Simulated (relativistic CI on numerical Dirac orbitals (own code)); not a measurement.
**Pt XXIX: q coefficients and field-shift factors**

These numbers are calculated, not measured: Dirac-Coulomb-Breit CI, orbitals from a KLI potential per configuration, derivatives by finite differences, unscaled Slater integrals, QED left out (own radial code, finite nucleus).

Configurations in the expansion (outside the closed core [Ar] 3d10 4p6 4d10): 4s2 4f4, 4s2 4f3 5s, 4s2 4f2 5s2, 4s2 4f3 5p, 4s2 4f2 5s 5p, 4s 4f3 5s2. Levels of other configurations are missing.

With x = (α/α₀)² − 1 an excitation energy changes as ω = ω₀ + qx; K = 2q/ω₀ is the relative enhancement. Terms are leading LS components, so labels can repeat. The field-shift factor is F = δν/δ⟨r²⟩ for the transition from the lowest level.

Lowest level 4s2 4f4 5I_4.

| Level | ω₀ (cm⁻¹) | q (cm⁻¹) | K | F (GHz/fm²) |
| --- | --- | --- | --- | --- |
| 4s2 4f4 5I_5 | 21742.2 | 27410 | 2.52 | 1.36 |
| 4s2 4f4 5I_6 | 38782.4 | 40590 | 2.09 | 2.1 |
| 4s2 4f4 5F_2 | 42875.4 | -6789 | -0.317 | 0.175 |
| 4s2 4f4 5I_7 | 51036.5 | 41660 | 1.63 | 2.28 |
| 4s2 4f4 5F_1 | 54397.6 | 23610 | 0.868 | 1.54 |
| 4s2 4f4 3G_4 | 55104.1 | 13270 | 0.482 | 1.14 |
| 4s2 4f4 5I_8 | 60285.9 | 37880 | 1.26 | 2.24 |
| 4s2 4f4 5F_3 | 63216.2 | 25580 | 0.809 | 1.73 |
| 4s2 4f4 5G_2 | 67664.6 | 21910 | 0.648 | 1.63 |
| 4s2 4f4 5S_2 | 70548.2 | 31990 | 0.907 | 2.07 |
| 4s2 4f4 5G_3 | 70964.9 | 22870 | 0.645 | 1.7 |
| 4s2 4f4 3K_6 | 74765.8 | 42900 | 1.15 | 2.58 |
| 4s2 4f4 3L_7 | 80077.1 | 46970 | 1.17 | 2.81 |

At this charge energies of transitions that change n are usually good to better than 1 %, and those within a shell (Δn = 0) to a few per cent. Terms inside the open d or f shell come out 10 to 20 % too wide with unscaled integrals.
